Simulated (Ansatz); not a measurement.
Job for Ansatz (an electronic-structure program): R-PBE/def2-TZVPP on CH4BFO (SMILES CB(O)F), a point of a torsion scan.

Ansatz 0.2 input:
```yaml
crystal:
  periodic: [false, false, false]
  atoms:
    - {symbol: C, position_ang: [-0.93674302, -0.17463352, -0.04565444]}
    - {symbol: B, position_ang: [0.51910857, 0.46043147, -0.02738661]}
    - {symbol: O, position_ang: [1.59889561, 0.01184339, -0.68099533]}
    - {symbol: F, position_ang: [0.74225410, 1.50626031, 0.77014359]}
    - {symbol: H, position_ang: [-1.67801763, 0.58459549, -0.28234915]}
    - {symbol: H, position_ang: [-1.04346184, -0.98468277, -0.76158533]}
    - {symbol: H, position_ang: [-1.19532090, -0.55839377, 0.93897117]}
    - {symbol: H, position_ang: [1.64497739, -0.91275545, -0.91111066]}
basis:
  gaussian:
    orbitals: def2-TZVPP
hamiltonian:
  xc: {name: PBE}
scf: {lower_state_search: off}
```

The head of its log:

```
WARN ansatz: RAYON_NUM_THREADS=1 ignored (pool sized by the plan → 1); use --threads N
Functional definition: PBE
these checks for a lower state are left out or cut short: stability, starts, cluster_reference, orbital_swaps, neighbouring_geometries, increment
integrals: 0.07 GiB planned
892 factors; their error is unknown
mean field: 0.60 GiB planned
mean field evaluation 1: about -6528.7204 eV, gradient 8.2e1 eV
mean field evaluation 2: about -6506.4375 eV, gradient 1.3e2 eV
```

Predict the final total energy.

-240.3830 hartree.
